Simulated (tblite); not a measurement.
C5H6ClFO.
SMILES with atom numbers: `[CH3:1]/[C:2]([F:3])=[C:4](/[CH3:5])[C:6](=[O:7])[Cl:8]` (hydrogens: H9, H10, H11 on C1; H12, H13, H14 on C5)

Geometry (GFN2-xTB, Å), atoms numbered from 1 in this order:
```
atom  x, y, z in Å
C1     1.9641   -0.1721    0.6261
C2     0.7831    0.5280    0.0694
F3     1.0289    1.8129   -0.2443
C4    -0.4581    0.0472   -0.1521
C5    -1.5532    0.8937   -0.7255
C6    -0.7120   -1.3442    0.1889
O7     0.0497   -2.1431    0.6439
Cl8   -2.3775   -1.8549   -0.1370
H9     1.7440   -0.5633    1.6183
H10    2.2257   -1.0279    0.0049
H11    2.8044    0.5160    0.6789
H12   -1.9206    0.4596   -1.6533
H13   -1.1910    1.8978   -0.9254
H14   -2.3882    0.9499   -0.0298
```

Computed values, GFN2-xTB/tblite, gas phase, harmonic and unscaled. This tight-binding method is rough: wavenumbers can miss measured ones by several per cent, in bad cases by 10 to 20. One conformer, not necessarily the lowest.

Harmonic wavenumbers (cm⁻¹): 41.9, 120.5, 133.2, 161.1, 192.0, 270.9, 278.2, 332.7, 385.1, 453.7, 494.8, 508.0, 638.6, 668.4, 792.1, 964.0, 999.8, 1006.2, 1041.3, 1136.0, 1214.3, 1269.1, 1394.5, 1407.8, 1427.1, 1440.0, 1461.5, 1470.3, 1636.1, 1771.5, 3008.9, 3023.3, 3030.6, 3035.3, 3052.1, 3065.8.

A = 3045, B = 1146, C = 841.5 MHz; mass 136.009 u (most abundant isotopes); point group Cs, symmetry number 1.

**Question.** Zero-point energy?

**Answer.** Half the sum of the wavenumbers: 21663 cm⁻¹ = 259.15 kJ/mol.

**Question.** What is S at 400 K and 1 bar for an ideal gas of classical rigid rotors and harmonic oscillators?

**Answer.** Translation 176.23, rotation 125.35, vibration 139.33: S = 440.9 J/(mol K).

**Question.** And Cp and H(400 K) − H(0)?

**Answer.** Cp = 166.34 J/(mol K), of which vibrations give 133.08 (their classical limit is 36 R = 299.3); H(400 K) − H(0) = 42.09 kJ/mol without the zero-point energy, 28.78 from vibrations.

**Question.** Blend soft modes into free rotors: weight 1/[1 + (100 cm⁻¹/ν̃)⁴] for the oscillator and the rest for a rotor with moment μB/(μ + B), μ = h/(8π²ν), B = 10⁻⁴⁴ kg m². What vibrational entropy results?

**Answer.** 130.44 J/(mol K) in place of 139.33, which changes −T·S at 400 K by +3.55 kJ/mol.

**Question.** Which modes carry the vibrational entropy at 400 K?

**Answer.** 41.9 cm⁻¹: 24.06; 120.5 cm⁻¹: 15.33; 133.2 cm⁻¹: 14.51; 161.1 cm⁻¹: 12.97; 192.0 cm⁻¹: 11.56; 270.9 cm⁻¹: 8.85 J/(mol K); the other 30 give 52.06 together.

**Question.** What must be added to the electronic energy to get the Gibbs energy at 400 K and 1 bar?

**Answer.** ZPE + [H(400 K) − H(0)] − T·S = 259.15 + 42.09 − 176.36 = 124.88 kJ/mol.

Hindered rotation and anharmonicity are outside this model. Other conformers, if any are populated, would add a mixing term that is left out.
